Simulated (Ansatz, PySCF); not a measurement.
Process, species as SMILES: O=CC=O -> 2 [CH]=O (the C-C bond at the site shown breaks; other sites are not compared here)
Each molecule is optimised on its own at B3LYP-D3(BJ)/def2-TZVP (Ansatz, a program for electronic structure), one conformer each, not searched for the lowest. Unstable Hartree-Fock reference: O=CC=O.
Geometry of the first species:
```xyz
6

C      0.0079     0.7617    -0.0144
C     -0.0079    -0.7617     0.0144
O      1.0376     1.3794    -0.0260
H     -0.9919     1.2360    -0.0234
O     -1.0376    -1.3794     0.0260
H      0.9919    -1.2360     0.0234
```
Charge 0, spin multiplicity 1.

Wanted: bond dissociation energy (0 K, with B3LYP-D3(BJ) harmonic zero-point energies from PySCF), in kcal/mol. Valence correlation only, unless marked. UHF or UKS for open shells. Spin-orbit coupling is left out. No relativistic terms. CBS marks a two-point X^-3 extrapolation of the correlation energy; Hartree-Fock from the larger set.

CCSD(T)/CBS(cc-pVTZ,cc-pVQZ) (Ansatz) gives 69.7 kcal/mol.

**Question.** Another calculation gave 64.3 kcal/mol. Which level was it?
(A) revPBE/def2-TZVPD (Ansatz)
(B) BHLYP/def2-TZVPD (Ansatz)
(C) wB97X/def2-TZVPD (Ansatz)
(D) SVWN5/def2-TZVPD (Ansatz)

**Answer.** B, BHLYP/def2-TZVPD (Ansatz). The others give 68.5 (wB97X), 80.2 (SVWN5), 61.1 (revPBE) kcal/mol.
